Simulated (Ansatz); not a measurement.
A nudged elastic band was laid between two geometries of FH + H4Sn (7 atoms, charge 0, multiplicity 1).

All numbers below come from Ansatz 0.2.0, RKS PBE-D4/def2-SVP.

```
movable images  : 5
climbing image  : yes
spring          : 5.0 eV/Å²
optimiser       : quadratic models (default)
start path      : through a guess of the saddle point
force threshold : 0.05 eV/Å
iteration limit : 60
end points      : relaxed
```

First end point:

```xyz
7
Properties=species:S:1:pos:R:3
Sn 0.187 0.000 -0.119
H 0.074 0.000 1.622
H 1.874 0.000 -0.491
H -0.555 1.424 -0.730
H -0.555 -1.424 -0.730
F -2.510 0.000 1.488
H -1.657 0.000 1.888
```

Last end point:

```xyz
7
Properties=species:S:1:pos:R:3
Sn -0.278 0.000 -0.771
H -0.479 0.000 3.498
H 1.261 0.000 0.007
H -0.605 1.443 -1.656
H -0.605 -1.443 -1.656
F -1.600 0.000 0.694
H -0.836 0.000 2.814
```

Problem. What changes between the two ends?

Solution. Bonds broken: Sn1–H2, F6–H7. Bonds formed: Sn1–F6, H2–H7. FH + H4Sn becomes FH3Sn + H2.

Problem. Give the energies along the band, and the barrier.

Solution. It converged. The highest image is number 2 of 0 to 6, 0.94 eV above the first end and 1.21 eV above the last; the last end lies 0.27 eV below the first. A vibrational analysis at the climbing image gives 2 clearly imaginary modes (970i, 153i cm⁻¹): a point of higher order, so a lower path passes nearby. The orbitals stay closed-shell, which can raise the energy where a bond breaks towards radicals; this wasn't checked here.

| image | path coordinate (Å) | energy (eV) | Sn1–H2 (Å) | F6–H7 (Å) | Sn1–F6 (Å) |
| --- | --- | --- | --- | --- | --- |
| 0 | 0.00 | 0.00 | 1.74 | 0.94 | 3.14 |
| 1 | 0.63 | 0.24 | 1.81 | 0.97 | 2.63 |
| 2 | 1.27 | 0.94 | 2.10 | 1.24 | 2.22 |
| 3 | 1.94 | 0.24 | 2.58 | 1.71 | 2.02 |
| 4 | 2.62 | -0.15 | 3.15 | 1.98 | 1.98 |
| 5 | 3.30 | -0.26 | 3.78 | 2.20 | 1.97 |
| 6 | 3.97 | -0.27 | 4.27 | 2.25 | 1.97 |

Problem. What is the geometry of the highest image?

Solution. 
```xyz
7
Properties=species:S:1:pos:R:3
Sn -0.207 0.000 -0.155
H -0.029 0.000 1.941
H 1.526 0.000 -0.023
H -0.707 1.473 -0.888
H -0.707 -1.473 -0.888
F -2.019 0.000 1.121
H -0.998 0.000 1.821
```

Time of the run: 51 s on 1 thread of Arm Neoverse V2 (shared host), peak memory 0.11 GiB.
